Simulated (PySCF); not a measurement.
Species: `C=C(C)[C@@H]1CC[C@@H]1N[SiH2]F`. The columns A, B, C and D hold Mulliken, IAO, Hirshfeld and ESP-fitted charges (e) of one PBE0/pcSseg-1 density (PySCF), in a shuffled order. Coordinates in Å (GFN2-xTB); the density's dipole moment is (-0.89, -1.28, 1.04) D.

```json
{"atom": "C1", "x": "-2.461", "y": "0.639", "z": "0.714", "A": "-0.601", "B": "-0.076", "C": "-0.123", "D": "-0.355"}
{"atom": "C2", "x": "-1.479", "y": "0.642", "z": "-0.173", "A": "+0.235", "B": "-0.368", "C": "+0.016", "D": "+0.036"}
{"atom": "C3", "x": "-1.028", "y": "1.897", "z": "-0.859", "A": "-0.541", "B": "-0.143", "C": "-0.121", "D": "-0.424"}
{"atom": "C4", "x": "-0.710", "y": "-0.575", "z": "-0.588", "A": "-0.113", "B": "-0.196", "C": "-0.027", "D": "-0.132"}
{"atom": "C5", "x": "-0.907", "y": "-1.928", "z": "0.121", "A": "-0.150", "B": "-0.138", "C": "-0.075", "D": "-0.270"}
{"atom": "C6", "x": "0.616", "y": "-2.090", "z": "0.220", "A": "-0.199", "B": "-0.126", "C": "-0.081", "D": "-0.285"}
{"atom": "C7", "x": "0.795", "y": "-0.611", "z": "-0.185", "A": "+0.302", "B": "-0.067", "C": "+0.025", "D": "-0.004"}
{"atom": "N8", "x": "1.133", "y": "0.279", "z": "0.889", "A": "-0.716", "B": "-0.633", "C": "-0.231", "D": "-0.679"}
{"atom": "Si9", "x": "2.689", "y": "0.909", "z": "1.199", "A": "+0.741", "B": "+0.997", "C": "+0.447", "D": "+1.186"}
{"atom": "F10", "x": "3.193", "y": "1.493", "z": "-0.215", "A": "-0.317", "B": "-0.442", "C": "-0.211", "D": "-0.549"}
{"atom": "H11", "x": "-2.806", "y": "-0.255", "z": "1.204", "A": "+0.191", "B": "+0.103", "C": "+0.036", "D": "+0.139"}
{"atom": "H12", "x": "-2.980", "y": "1.545", "z": "0.978", "A": "+0.213", "B": "+0.100", "C": "+0.041", "D": "+0.144"}
{"atom": "H13", "x": "-1.157", "y": "1.804", "z": "-1.937", "A": "+0.148", "B": "+0.118", "C": "+0.043", "D": "+0.145"}
{"atom": "H14", "x": "-1.594", "y": "2.757", "z": "-0.512", "A": "+0.164", "B": "+0.106", "C": "+0.044", "D": "+0.143"}
{"atom": "H15", "x": "0.030", "y": "2.065", "z": "-0.664", "A": "+0.155", "B": "+0.147", "C": "+0.039", "D": "+0.157"}
{"atom": "H16", "x": "-0.798", "y": "-0.689", "z": "-1.672", "A": "+0.091", "B": "+0.125", "C": "+0.044", "D": "+0.142"}
{"atom": "H17", "x": "-1.376", "y": "-1.837", "z": "1.097", "A": "+0.076", "B": "+0.112", "C": "+0.036", "D": "+0.131"}
{"atom": "H18", "x": "-1.435", "y": "-2.686", "z": "-0.454", "A": "+0.069", "B": "+0.125", "C": "+0.038", "D": "+0.138"}
{"atom": "H19", "x": "1.026", "y": "-2.782", "z": "-0.512", "A": "+0.067", "B": "+0.117", "C": "+0.041", "D": "+0.139"}
{"atom": "H20", "x": "1.005", "y": "-2.343", "z": "1.206", "A": "+0.065", "B": "+0.110", "C": "+0.034", "D": "+0.134"}
{"atom": "H21", "x": "1.498", "y": "-0.434", "z": "-0.999", "A": "+0.038", "B": "+0.121", "C": "+0.039", "D": "+0.137"}
{"atom": "H22", "x": "0.465", "y": "0.222", "z": "1.643", "A": "+0.347", "B": "+0.198", "C": "+0.110", "D": "+0.260"}
{"atom": "H23", "x": "2.519", "y": "2.029", "z": "2.106", "A": "-0.124", "B": "-0.143", "C": "-0.077", "D": "-0.155"}
{"atom": "H24", "x": "3.747", "y": "-0.034", "z": "1.548", "A": "-0.143", "B": "-0.145", "C": "-0.086", "D": "-0.178"}
```

Q: Which column most likely holds the ESP-fitted charges?

A: A. Σ q r misses the density's dipole by 0.02 D (A), 0.77 D (C), 0.98 D (B), 1.46 D (D). Charges fitted to the outside potential are the only set here that is tied to the molecule's multipoles.

Q: And the Hirshfeld charges?

A: C. The mean sizes are 0.086 e (C), 0.206 e (B), 0.242 e (A), 0.253 e (D), and Hirshfeld charges are commonly the smallest of these schemes.

As computed, A = ESP-fitted, B = Mulliken, C = Hirshfeld, D = IAO. Hydrogens on carbon: ESP-fitted +0.04 to +0.21, Mulliken +0.10 to +0.15, Hirshfeld +0.03 to +0.04, IAO +0.13 to +0.16 e.

The Hirshfeld scheme divides the density at each point in proportion to the densities of the neutral, spherically averaged free atoms. The Mulliken scheme counts on each atom the diagonal of the density matrix times the overlap matrix over that atom's basis functions.

Isolated species at its GFN2-xTB geometry (one conformer only).

Shape of the structure used: `[CH2:1]=[C:2]([CH3:3])[C@@H:4]1[CH2:5][CH2:6][C@@H:7]1[NH:8][SiH2:9][F:10]`: C1–C2–C4–C5 -7°, C6–C7–N8–Si9 103°, C7–N8–Si9–F10 50°.
